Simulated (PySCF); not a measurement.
**Working out the ionisation energy of F⁺**

F⁺ [He] 2s2 2p4 (3P) → F²⁺ [He] 2s2 2p3 (4S). Computed with PySCF 2.14 in def2-TZVP (5s3p2d1f, 31 functions), with no relativity, point nucleus. Frozen: 1s2. Energies in hartree (1 hartree = 27.21139 eV):

| part | F⁺ (lower) | F²⁺ (upper) |
| --- | --- | --- |
| UHF | -98.836473 | -97.608721 |
| CCSD correlation | -0.156517 | -0.111336 |
| (T) | -0.001903 | -0.001134 |

What does Hartree-Fock give?

(-97.608721) − (-98.836473) = 1.227752 hartree = 33.409 eV.

What do CCSD and CCSD(T) give?

The CCSD correlation energies differ by 0.045181 hartree = 1.229 eV and the triples by 0.000769 hartree = 0.021 eV, so CCSD gives 34.638 eV and CCSD(T) 34.659 eV.

Measured between the centres of the two terms (NIST): 34.950 eV, so CCSD(T) (valence) is off by -0.291 eV.

What remains against the reference includes basis incompleteness, the frozen core and higher excitations.
